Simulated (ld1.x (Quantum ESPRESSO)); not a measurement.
**Ga: one change to a TM potential, before and after**

ld1.x (Quantum ESPRESSO) 7.5 input, shortened:

```
&input
   title='Ga', zed=31., rel=2, dft='PBESOL', iswitch=3,
   config='[Ar] 3d10 4s2 4p1 4f-2', rel_dist='average'
 /
 &inputp
   pseudotype=2, tm=.true., lloc=-2, rcloc=1.15,
   nlcc=.false.
 /
4
4S  1  0   2.00   0.00  1.50  1.50  0.0
4P  2  1   1.00   0.00  1.80  1.80  0.0
3D  3  2  10.00   0.00  0.90  0.90  0.0
4F  4  3  -2.00   0.05  1.65  1.65  0.0
 &test
   configts(1)='3d10 4s2 4p1'
 /
```

Open shells are filled in proportion to 2j + 1 (rel_dist='average').

Change: wave 4p (bound): rc 1.80 bohr becomes 4p (bound): rc 2.52 bohr.

Cutoffs: the cutoffs (Ry, on a coarse ladder) from which the occupation-weighted sum of valence levels, in a spherical-Bessel basis at the reference potential, stays within 10 and 1 mRy of its value at 400 Ry; they do not see the model core or the augmentation charge, which bear on the density cutoff. Errors are all-electron minus pseudo energies relative to the spin-unpolarised reference configuration.

Problem. What does the change do?

Solution. Of the 7 tests that both files solve, the error grows in 2 and shrinks in 4 by more than 15 % and 0.3 meV (median size 6.9 → 6.1 meV); neither file shows a bound ghost.

| quantity | base | changed |
| --- | --- | --- |
| cutoff, loose | 300 Ry | 300 Ry |
| cutoff, tight | over 300 Ry | over 300 Ry |
| bound ghosts | none | none |
| error for 3d10 4s2 4p0, meV [ΔE 5.68 eV] | +0.4 | +0.1 |
| error for 3d10 4s1 4p0, meV [ΔE 26.82 eV] | +7.7 | +5.7 |
| error for 3d10 4s0 4p0, meV [ΔE 57.94 eV] | +23 | +18 |
| error for 3d9 4s2 4p1, meV [ΔE 27.71 eV] | -4.5 | +0.5 |
| error for 3d10 4s0 4p3, meV [ΔE 13.39 eV] | +6.9 | +13 |
| error for 3d10 4s1 4p1, meV [ΔE 13.08 eV] | +5.1 | +6.1 |
| error for 3d9 4s0 4p0, meV [ΔE 121.78 eV] | +98 | +87 |
